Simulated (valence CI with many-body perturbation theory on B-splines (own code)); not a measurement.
E1 transitions of W LXX

Computed by valence CI with perturbative core correlation (CI+MBPT): three valence electrons over a frozen Dirac-Fock core [He], a basis of 11 s, 11 p, 9 d, 7 f, 5 g, 2 h, 1 i functions for each j, with the one-electron correlation potential Σ1, the two-electron term Σ2, the three-electron term Σ3, Breit, model QED; selected CI, second order for the rest (own B-spline code, finite nucleus).

No measured spectrum was set against this ion. As an estimate, large intervals hold to a few tenths of a per cent, small ones and those within an open d or f shell to about a per cent.

Lines 51 to 100 of 285 in falling wavelength, among levels below 13310 eV, chosen from the strongest by gf and those to the six lowest levels. Wavelengths and rates use the calculated energies. Electric multipoles are in the length gauge, E1 and E2 with the static RPA response of the core. Weak lines are less certain than strong ones. Lines between different terms over intervals too small for the method are left out, as are lines whose strength nearly cancels. The highest levels of a list are the least certain.

Levels are named by their leading jj configuration (3d3/2^4 stands for four electrons in 3d with j = 3/2), which in mixed levels can hold well under half, so a name can repeat and another be missing. Letters in brackets count levels of one name in rising energy.

| λ vac (nm) | Upper | Lower | A (s⁻¹) | S (a.u.) |
| --- | --- | --- | --- | --- |
| 2.377 | (2s^2 3p3/2) J=3/2 | (2s^2 3s) J=1/2 | 1.45e+12 | 3.84e-02 |
| 2.370 | (2p1/2 2p3/2 3p3/2) J=5/2 [b] | (2p1/2 2p3/2 3s) J=3/2 [b] | 6.52e+11 | 2.57e-02 |
| 2.357 | (2s 2p1/2 3p3/2) J=5/2 | (2s 2p1/2 3s) J=3/2 | 1.31e+12 | 5.09e-02 |
| 2.349 | (2s 2p3/2 3p3/2) J=3/2 [b] | (2s 2p3/2 3s) J=1/2 | 8.58e+11 | 2.20e-02 |
| 2.348 | (2s 2p1/2 3p3/2) J=3/2 [b] | (2s 2p1/2 3s) J=3/2 | 6.95e+11 | 1.78e-02 |
| 2.331 | (2p1/2 2p3/2 3p3/2) J=5/2 [b] | (2p1/2 2p3/2 3s) J=5/2 | 6.92e+11 | 2.59e-02 |
| 2.330 | (2s 2p3/2 3p3/2) J=1/2 [b] | (2s 2p3/2 3s) J=1/2 | 1.23e+12 | 1.53e-02 |
| 2.297 | (2s 2p3/2 3p3/2) J=5/2 [a] | (2s 2p3/2 3s) J=5/2 | 8.73e+11 | 3.13e-02 |
| 2.275 | (2p1/2 2p3/2 3p3/2) J=1/2 [b] | (2p1/2 2p3/2 3s) J=3/2 [b] | 1.33e+12 | 1.54e-02 |
| 1.040 | (2s^2 2p3/2) J=3/2 | (2s 2p1/2^2) J=1/2 | 3.73e+10 | 8.29e-05 |
| 0.7496 | (2s 2p1/2 2p3/2) J=3/2 [a] | (2s^2 2p1/2) J=1/2 | 1.00e+11 | 8.34e-05 |
| 0.7416 | (2s 2p3/2^2) J=5/2 | (2s^2 2p3/2) J=3/2 | 2.65e+12 | 3.20e-03 |
| 0.7308 | (2p1/2 2p3/2^2) J=3/2 | (2s 2p1/2 2p3/2) J=1/2 | 6.82e+12 | 5.25e-03 |
| 0.7229 | (2p1/2 2p3/2 3d5/2) J=5/2 [a] | (2s 2p1/2 3d5/2) J=5/2 [b] | 3.11e+12 | 3.48e-03 |
| 0.7220 | (2p1/2 2p3/2^2) J=5/2 | (2s 2p1/2 2p3/2) J=3/2 [b] | 8.32e+12 | 9.27e-03 |
| 0.7205 | (2p1/2 2p3/2 3d3/2) J=5/2 [a] | (2s 2p1/2 3d3/2) J=5/2 | 4.36e+12 | 4.83e-03 |
| 0.7191 | (2p1/2 2p3/2 3d5/2) J=9/2 | (2s 2p1/2 3d5/2) J=7/2 | 7.21e+12 | 1.32e-02 |
| 0.7190 | (2p1/2 2p3/2 3s) J=3/2 [b] | (2s 2p1/2 3s) J=1/2 [b] | 6.55e+12 | 4.81e-03 |
| 0.7186 | (2p1/2 2p3/2 3p3/2) J=7/2 | (2s 2p1/2 3p3/2) J=5/2 | 8.10e+12 | 1.19e-02 |
| 0.7185 | (2p3/2^3) J=3/2 | (2s 2p3/2^2) J=3/2 | 1.76e+13 | 1.29e-02 |
| 0.7158 | (2s 2p3/2 3d5/2) J=7/2 [b] | (2s^2 3d5/2) J=5/2 | 9.93e+12 | 1.44e-02 |
| 0.7157 | (2p1/2 2p3/2 3d5/2) J=5/2 [b] | (2s 2p1/2 3d5/2) J=3/2 | 3.44e+12 | 3.74e-03 |
| 0.7147 | (2s 2p3/2 3p3/2) J=5/2 [b] | (2s^2 3p3/2) J=3/2 | 1.11e+13 | 1.20e-02 |
| 0.7145 | (2p1/2 2p3/2 3d3/2) J=5/2 [b] | (2s 2p1/2 3d3/2) J=3/2 [b] | 7.18e+12 | 7.76e-03 |
| 0.7143 | (2p1/2 2p3/2 3d5/2) J=7/2 [a] | (2s 2p1/2 3d5/2) J=5/2 [a] | 6.27e+12 | 9.02e-03 |
| 0.7139 | (2p1/2 2p3/2 3p3/2) J=5/2 [a] | (2s 2p1/2 3p3/2) J=3/2 [a] | 5.14e+12 | 5.54e-03 |
| 0.7138 | (2p1/2 2p3/2 3d3/2) J=7/2 | (2s 2p1/2 3d3/2) J=5/2 | 7.23e+12 | 1.04e-02 |
| 0.7137 | (2s 2p3/2 3d3/2) J=3/2 [b] | (2s^2 3d3/2) J=3/2 | 1.02e+13 | 7.34e-03 |
| 0.7134 | (2p1/2 2p3/2 3p1/2) J=5/2 | (2s 2p1/2 3p1/2) J=3/2 | 8.15e+12 | 8.76e-03 |
| 0.7128 | (2p1/2 2p3/2 3p1/2) J=3/2 [b] | (2s 2p1/2 3p1/2) J=1/2 [b] | 8.26e+12 | 5.90e-03 |
| 0.7126 | (2p1/2 2p3/2 3d5/2) J=7/2 [b] | (2s 2p1/2 3d5/2) J=5/2 [b] | 3.87e+12 | 5.53e-03 |
| 0.7104 | (2s 2p3/2 3d3/2) J=5/2 [b] | (2s^2 3d3/2) J=3/2 | 1.02e+13 | 1.08e-02 |
| 0.7098 | (2p1/2 2p3/2 3s) J=5/2 | (2s 2p1/2 3s) J=3/2 | 8.04e+12 | 8.51e-03 |
| 0.7096 | (2s 2p3/2 3p1/2) J=1/2 | (2s^2 3p1/2) J=1/2 | 1.20e+13 | 4.22e-03 |
| 0.7095 | (2s 2p3/2 3s) J=1/2 | (2s^2 3s) J=1/2 | 1.19e+13 | 4.20e-03 |
| 0.7093 | (2p1/2 2p3/2 3d5/2) J=3/2 [b] | (2s 2p1/2 3d5/2) J=5/2 [b] | 6.01e+12 | 4.24e-03 |
| 0.7091 | (2s 2p3/2 3p1/2) J=3/2 [b] | (2s^2 3p1/2) J=1/2 | 1.14e+13 | 8.04e-03 |
| 0.7082 | (2p1/2 2p3/2 3p3/2) J=5/2 [b] | (2s 2p1/2 3p3/2) J=3/2 [b] | 4.02e+12 | 4.23e-03 |
| 0.7080 | (2p1/2 2p3/2 3d3/2) J=3/2 [a] | (2s 2p1/2 3d3/2) J=3/2 [a] | 6.76e+12 | 4.74e-03 |
| 0.7077 | (2p1/2 2p3/2 3d5/2) J=7/2 [b] | (2s 2p1/2 3d5/2) J=7/2 | 4.20e+12 | 5.88e-03 |
| 0.7076 | (2p1/2 2p3/2 3d3/2) J=5/2 [a] | (2s 2p1/2 3d3/2) J=3/2 [a] | 3.83e+12 | 4.02e-03 |
| 0.7074 | (2p1/2 2p3/2 3p3/2) J=5/2 [b] | (2s 2p1/2 3p3/2) J=5/2 | 3.81e+12 | 3.99e-03 |
| 0.7073 | (2s 2p3/2 3d5/2) J=5/2 [b] | (2s^2 3d5/2) J=5/2 | 8.43e+12 | 8.84e-03 |
| 0.7072 | (2s 2p3/2 3d5/2) J=3/2 [b] | (2s^2 3d5/2) J=5/2 | 8.51e+12 | 5.94e-03 |
| 0.7070 | (2s 2p3/2 3p3/2) J=3/2 [b] | (2s^2 3p3/2) J=3/2 | 1.13e+13 | 7.91e-03 |
| 0.7070 | (2p1/2 2p3/2 3p1/2) J=3/2 [a] | (2s 2p1/2 3p1/2) J=1/2 [a] | 4.93e+12 | 3.44e-03 |
| 0.7067 | (2s 2p3/2 3s) J=3/2 [b] | (2s^2 3s) J=1/2 | 1.12e+13 | 7.82e-03 |
| 0.7067 | (2s 2p3/2 3d3/2) J=1/2 [b] | (2s^2 3d3/2) J=3/2 | 1.20e+13 | 4.18e-03 |
| 0.7056 | (2p1/2 2p3/2 3s) J=3/2 [a] | (2s 2p1/2 3s) J=1/2 [a] | 6.82e+12 | 4.73e-03 |
| 0.7053 | (2s 2p3/2 3p3/2) J=1/2 [b] | (2s^2 3p3/2) J=3/2 | 1.11e+13 | 3.83e-03 |
